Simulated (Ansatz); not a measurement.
Si4Ge⁻. Total charge -1; doublet. Geometry B3LYP-D4/def2-SVPD; atoms count from 1.

```xyz
5

Si    1.911    1.379   -0.083
Si    0.384   -0.058   -0.964
Si   -0.714   -1.101    1.087
Si   -0.090    1.229    1.161
Ge   -1.492   -1.450   -1.201
```

Another isomer (doublet) lies 1.04 eV lower at PBE0-D4/def2-TZVPD; other spin states weren't run for this one.

(1) Estimate the Mulliken populations from the PBE0/def2-TZVPD orbitals of Ansatz.

(2) Where does the spin sit?

(3) And the Mayer bond orders between heavy atoms (over 0.3)?

## Answers

(1) 
```tsv
atom	charge (e)	spin (α − β)
Si1	-0.34	0.42
Si2	0.06	-0.10
Si3	-0.24	0.13
Si4	-0.19	0.11
Ge5	-0.30	0.43
```
Mulliken values depend strongly on the basis. With diffuse functions, as here, like atoms can get unlike values, and bond orders can come out too low or too high.

(2) Summed by element: Si 0.57, Ge 0.43, of 1 unpaired in all. Largest on single atoms: Ge5 0.43, Si1 0.42, Si3 0.13.

(3) Si1–Si2 0.95 (2.27 Å); Si1–Si4 1.07 (2.36 Å); Si2–Si3 0.72 (2.55 Å); Si2–Si4 0.73 (2.53 Å); Si2–Ge5 0.90 (2.35 Å); Si3–Si4 0.93 (2.41 Å); Si3–Ge5 1.08 (2.44 Å).
